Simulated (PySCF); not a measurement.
C₇H₁₀OSi, SMILES CO[SiH2]c1ccccc1, singlet, GFN2-xTB optimised geometry.

```
19

C     -0.76    -3.49    -0.04
O     -0.54    -2.12    -0.03
Si    -1.66    -0.94     0.00
C     -0.64     0.63     0.00
C     -1.29     1.86     0.00
C     -0.59     3.05     0.00
C      0.80     3.03     0.00
C      1.47     1.82     0.00
C      0.75     0.63     0.00
H     -1.30    -3.81     0.85
H      0.22    -3.99    -0.07
H     -1.33    -3.79    -0.92
H     -2.55    -1.02    -1.17
H     -2.50    -1.05     1.21
H     -2.37     1.87     0.00
H     -1.12     3.99     0.00
H      1.35     3.95     0.00
H      2.55     1.80     0.00
H      1.27    -0.31     0.00
```

Density from PySCF with PBE/def2-SVP at that geometry.

Minimum of the electron density along straight lines between bonded atoms, close to the bond critical point (lines longer than 1.1 times the sum of covalent radii, or with two minima, are not listed):

```json
[
 {"bond": "C1–O2", "length / Å": "1.393", "ρ at the minimum / e bohr⁻³": "0.260", "∇²ρ there / e bohr⁻⁵": "-0.32", "position (fraction from the first atom)": "0.34"},
 {"bond": "O2–Si3", "length / Å": "1.622", "ρ at the minimum / e bohr⁻³": "0.130", "∇²ρ there / e bohr⁻⁵": "1.09", "position (fraction from the first atom)": "0.59"},
 {"bond": "Si3–C4", "length / Å": "1.877", "ρ at the minimum / e bohr⁻³": "0.116", "∇²ρ there / e bohr⁻⁵": "0.32", "position (fraction from the first atom)": "0.38"},
 {"bond": "C4–C5", "length / Å": "1.391", "ρ at the minimum / e bohr⁻³": "0.305", "∇²ρ there / e bohr⁻⁵": "-0.73", "position (fraction from the first atom)": "0.50"},
 {"bond": "C5–C6", "length / Å": "1.383", "ρ at the minimum / e bohr⁻³": "0.310", "∇²ρ there / e bohr⁻⁵": "-0.77", "position (fraction from the first atom)": "0.50"},
 {"bond": "C6–C7", "length / Å": "1.385", "ρ at the minimum / e bohr⁻³": "0.309", "∇²ρ there / e bohr⁻⁵": "-0.77", "position (fraction from the first atom)": "0.50"},
 {"bond": "C7–C8", "length / Å": "1.384", "ρ at the minimum / e bohr⁻³": "0.310", "∇²ρ there / e bohr⁻⁵": "-0.77", "position (fraction from the first atom)": "0.50"},
 {"bond": "C4–C9", "length / Å": "1.391", "ρ at the minimum / e bohr⁻³": "0.303", "∇²ρ there / e bohr⁻⁵": "-0.73", "position (fraction from the first atom)": "0.50"},
 {"bond": "C8–C9", "length / Å": "1.384", "ρ at the minimum / e bohr⁻³": "0.310", "∇²ρ there / e bohr⁻⁵": "-0.77", "position (fraction from the first atom)": "0.50"},
 {"bond": "C1–H10", "length / Å": "1.093", "ρ at the minimum / e bohr⁻³": "0.279", "∇²ρ there / e bohr⁻⁵": "-1.04", "position (fraction from the first atom)": "0.64"},
 {"bond": "C1–H11", "length / Å": "1.091", "ρ at the minimum / e bohr⁻³": "0.280", "∇²ρ there / e bohr⁻⁵": "-1.06", "position (fraction from the first atom)": "0.64"},
 {"bond": "C1–H12", "length / Å": "1.093", "ρ at the minimum / e bohr⁻³": "0.278", "∇²ρ there / e bohr⁻⁵": "-1.03", "position (fraction from the first atom)": "0.64"},
 {"bond": "Si3–H13", "length / Å": "1.471", "ρ at the minimum / e bohr⁻³": "0.117", "∇²ρ there / e bohr⁻⁵": "0.30", "position (fraction from the first atom)": "0.49"},
 {"bond": "Si3–H14", "length / Å": "1.471", "ρ at the minimum / e bohr⁻³": "0.117", "∇²ρ there / e bohr⁻⁵": "0.30", "position (fraction from the first atom)": "0.49"},
 {"bond": "C5–H15", "length / Å": "1.081", "ρ at the minimum / e bohr⁻³": "0.281", "∇²ρ there / e bohr⁻⁵": "-1.04", "position (fraction from the first atom)": "0.63"},
 {"bond": "C6–H16", "length / Å": "1.081", "ρ at the minimum / e bohr⁻³": "0.280", "∇²ρ there / e bohr⁻⁵": "-1.04", "position (fraction from the first atom)": "0.63"},
 {"bond": "C7–H17", "length / Å": "1.081", "ρ at the minimum / e bohr⁻³": "0.281", "∇²ρ there / e bohr⁻⁵": "-1.05", "position (fraction from the first atom)": "0.63"},
 {"bond": "C8–H18", "length / Å": "1.081", "ρ at the minimum / e bohr⁻³": "0.280", "∇²ρ there / e bohr⁻⁵": "-1.04", "position (fraction from the first atom)": "0.63"},
 {"bond": "C9–H19", "length / Å": "1.080", "ρ at the minimum / e bohr⁻³": "0.283", "∇²ρ there / e bohr⁻⁵": "-1.07", "position (fraction from the first atom)": "0.64"}
]
```
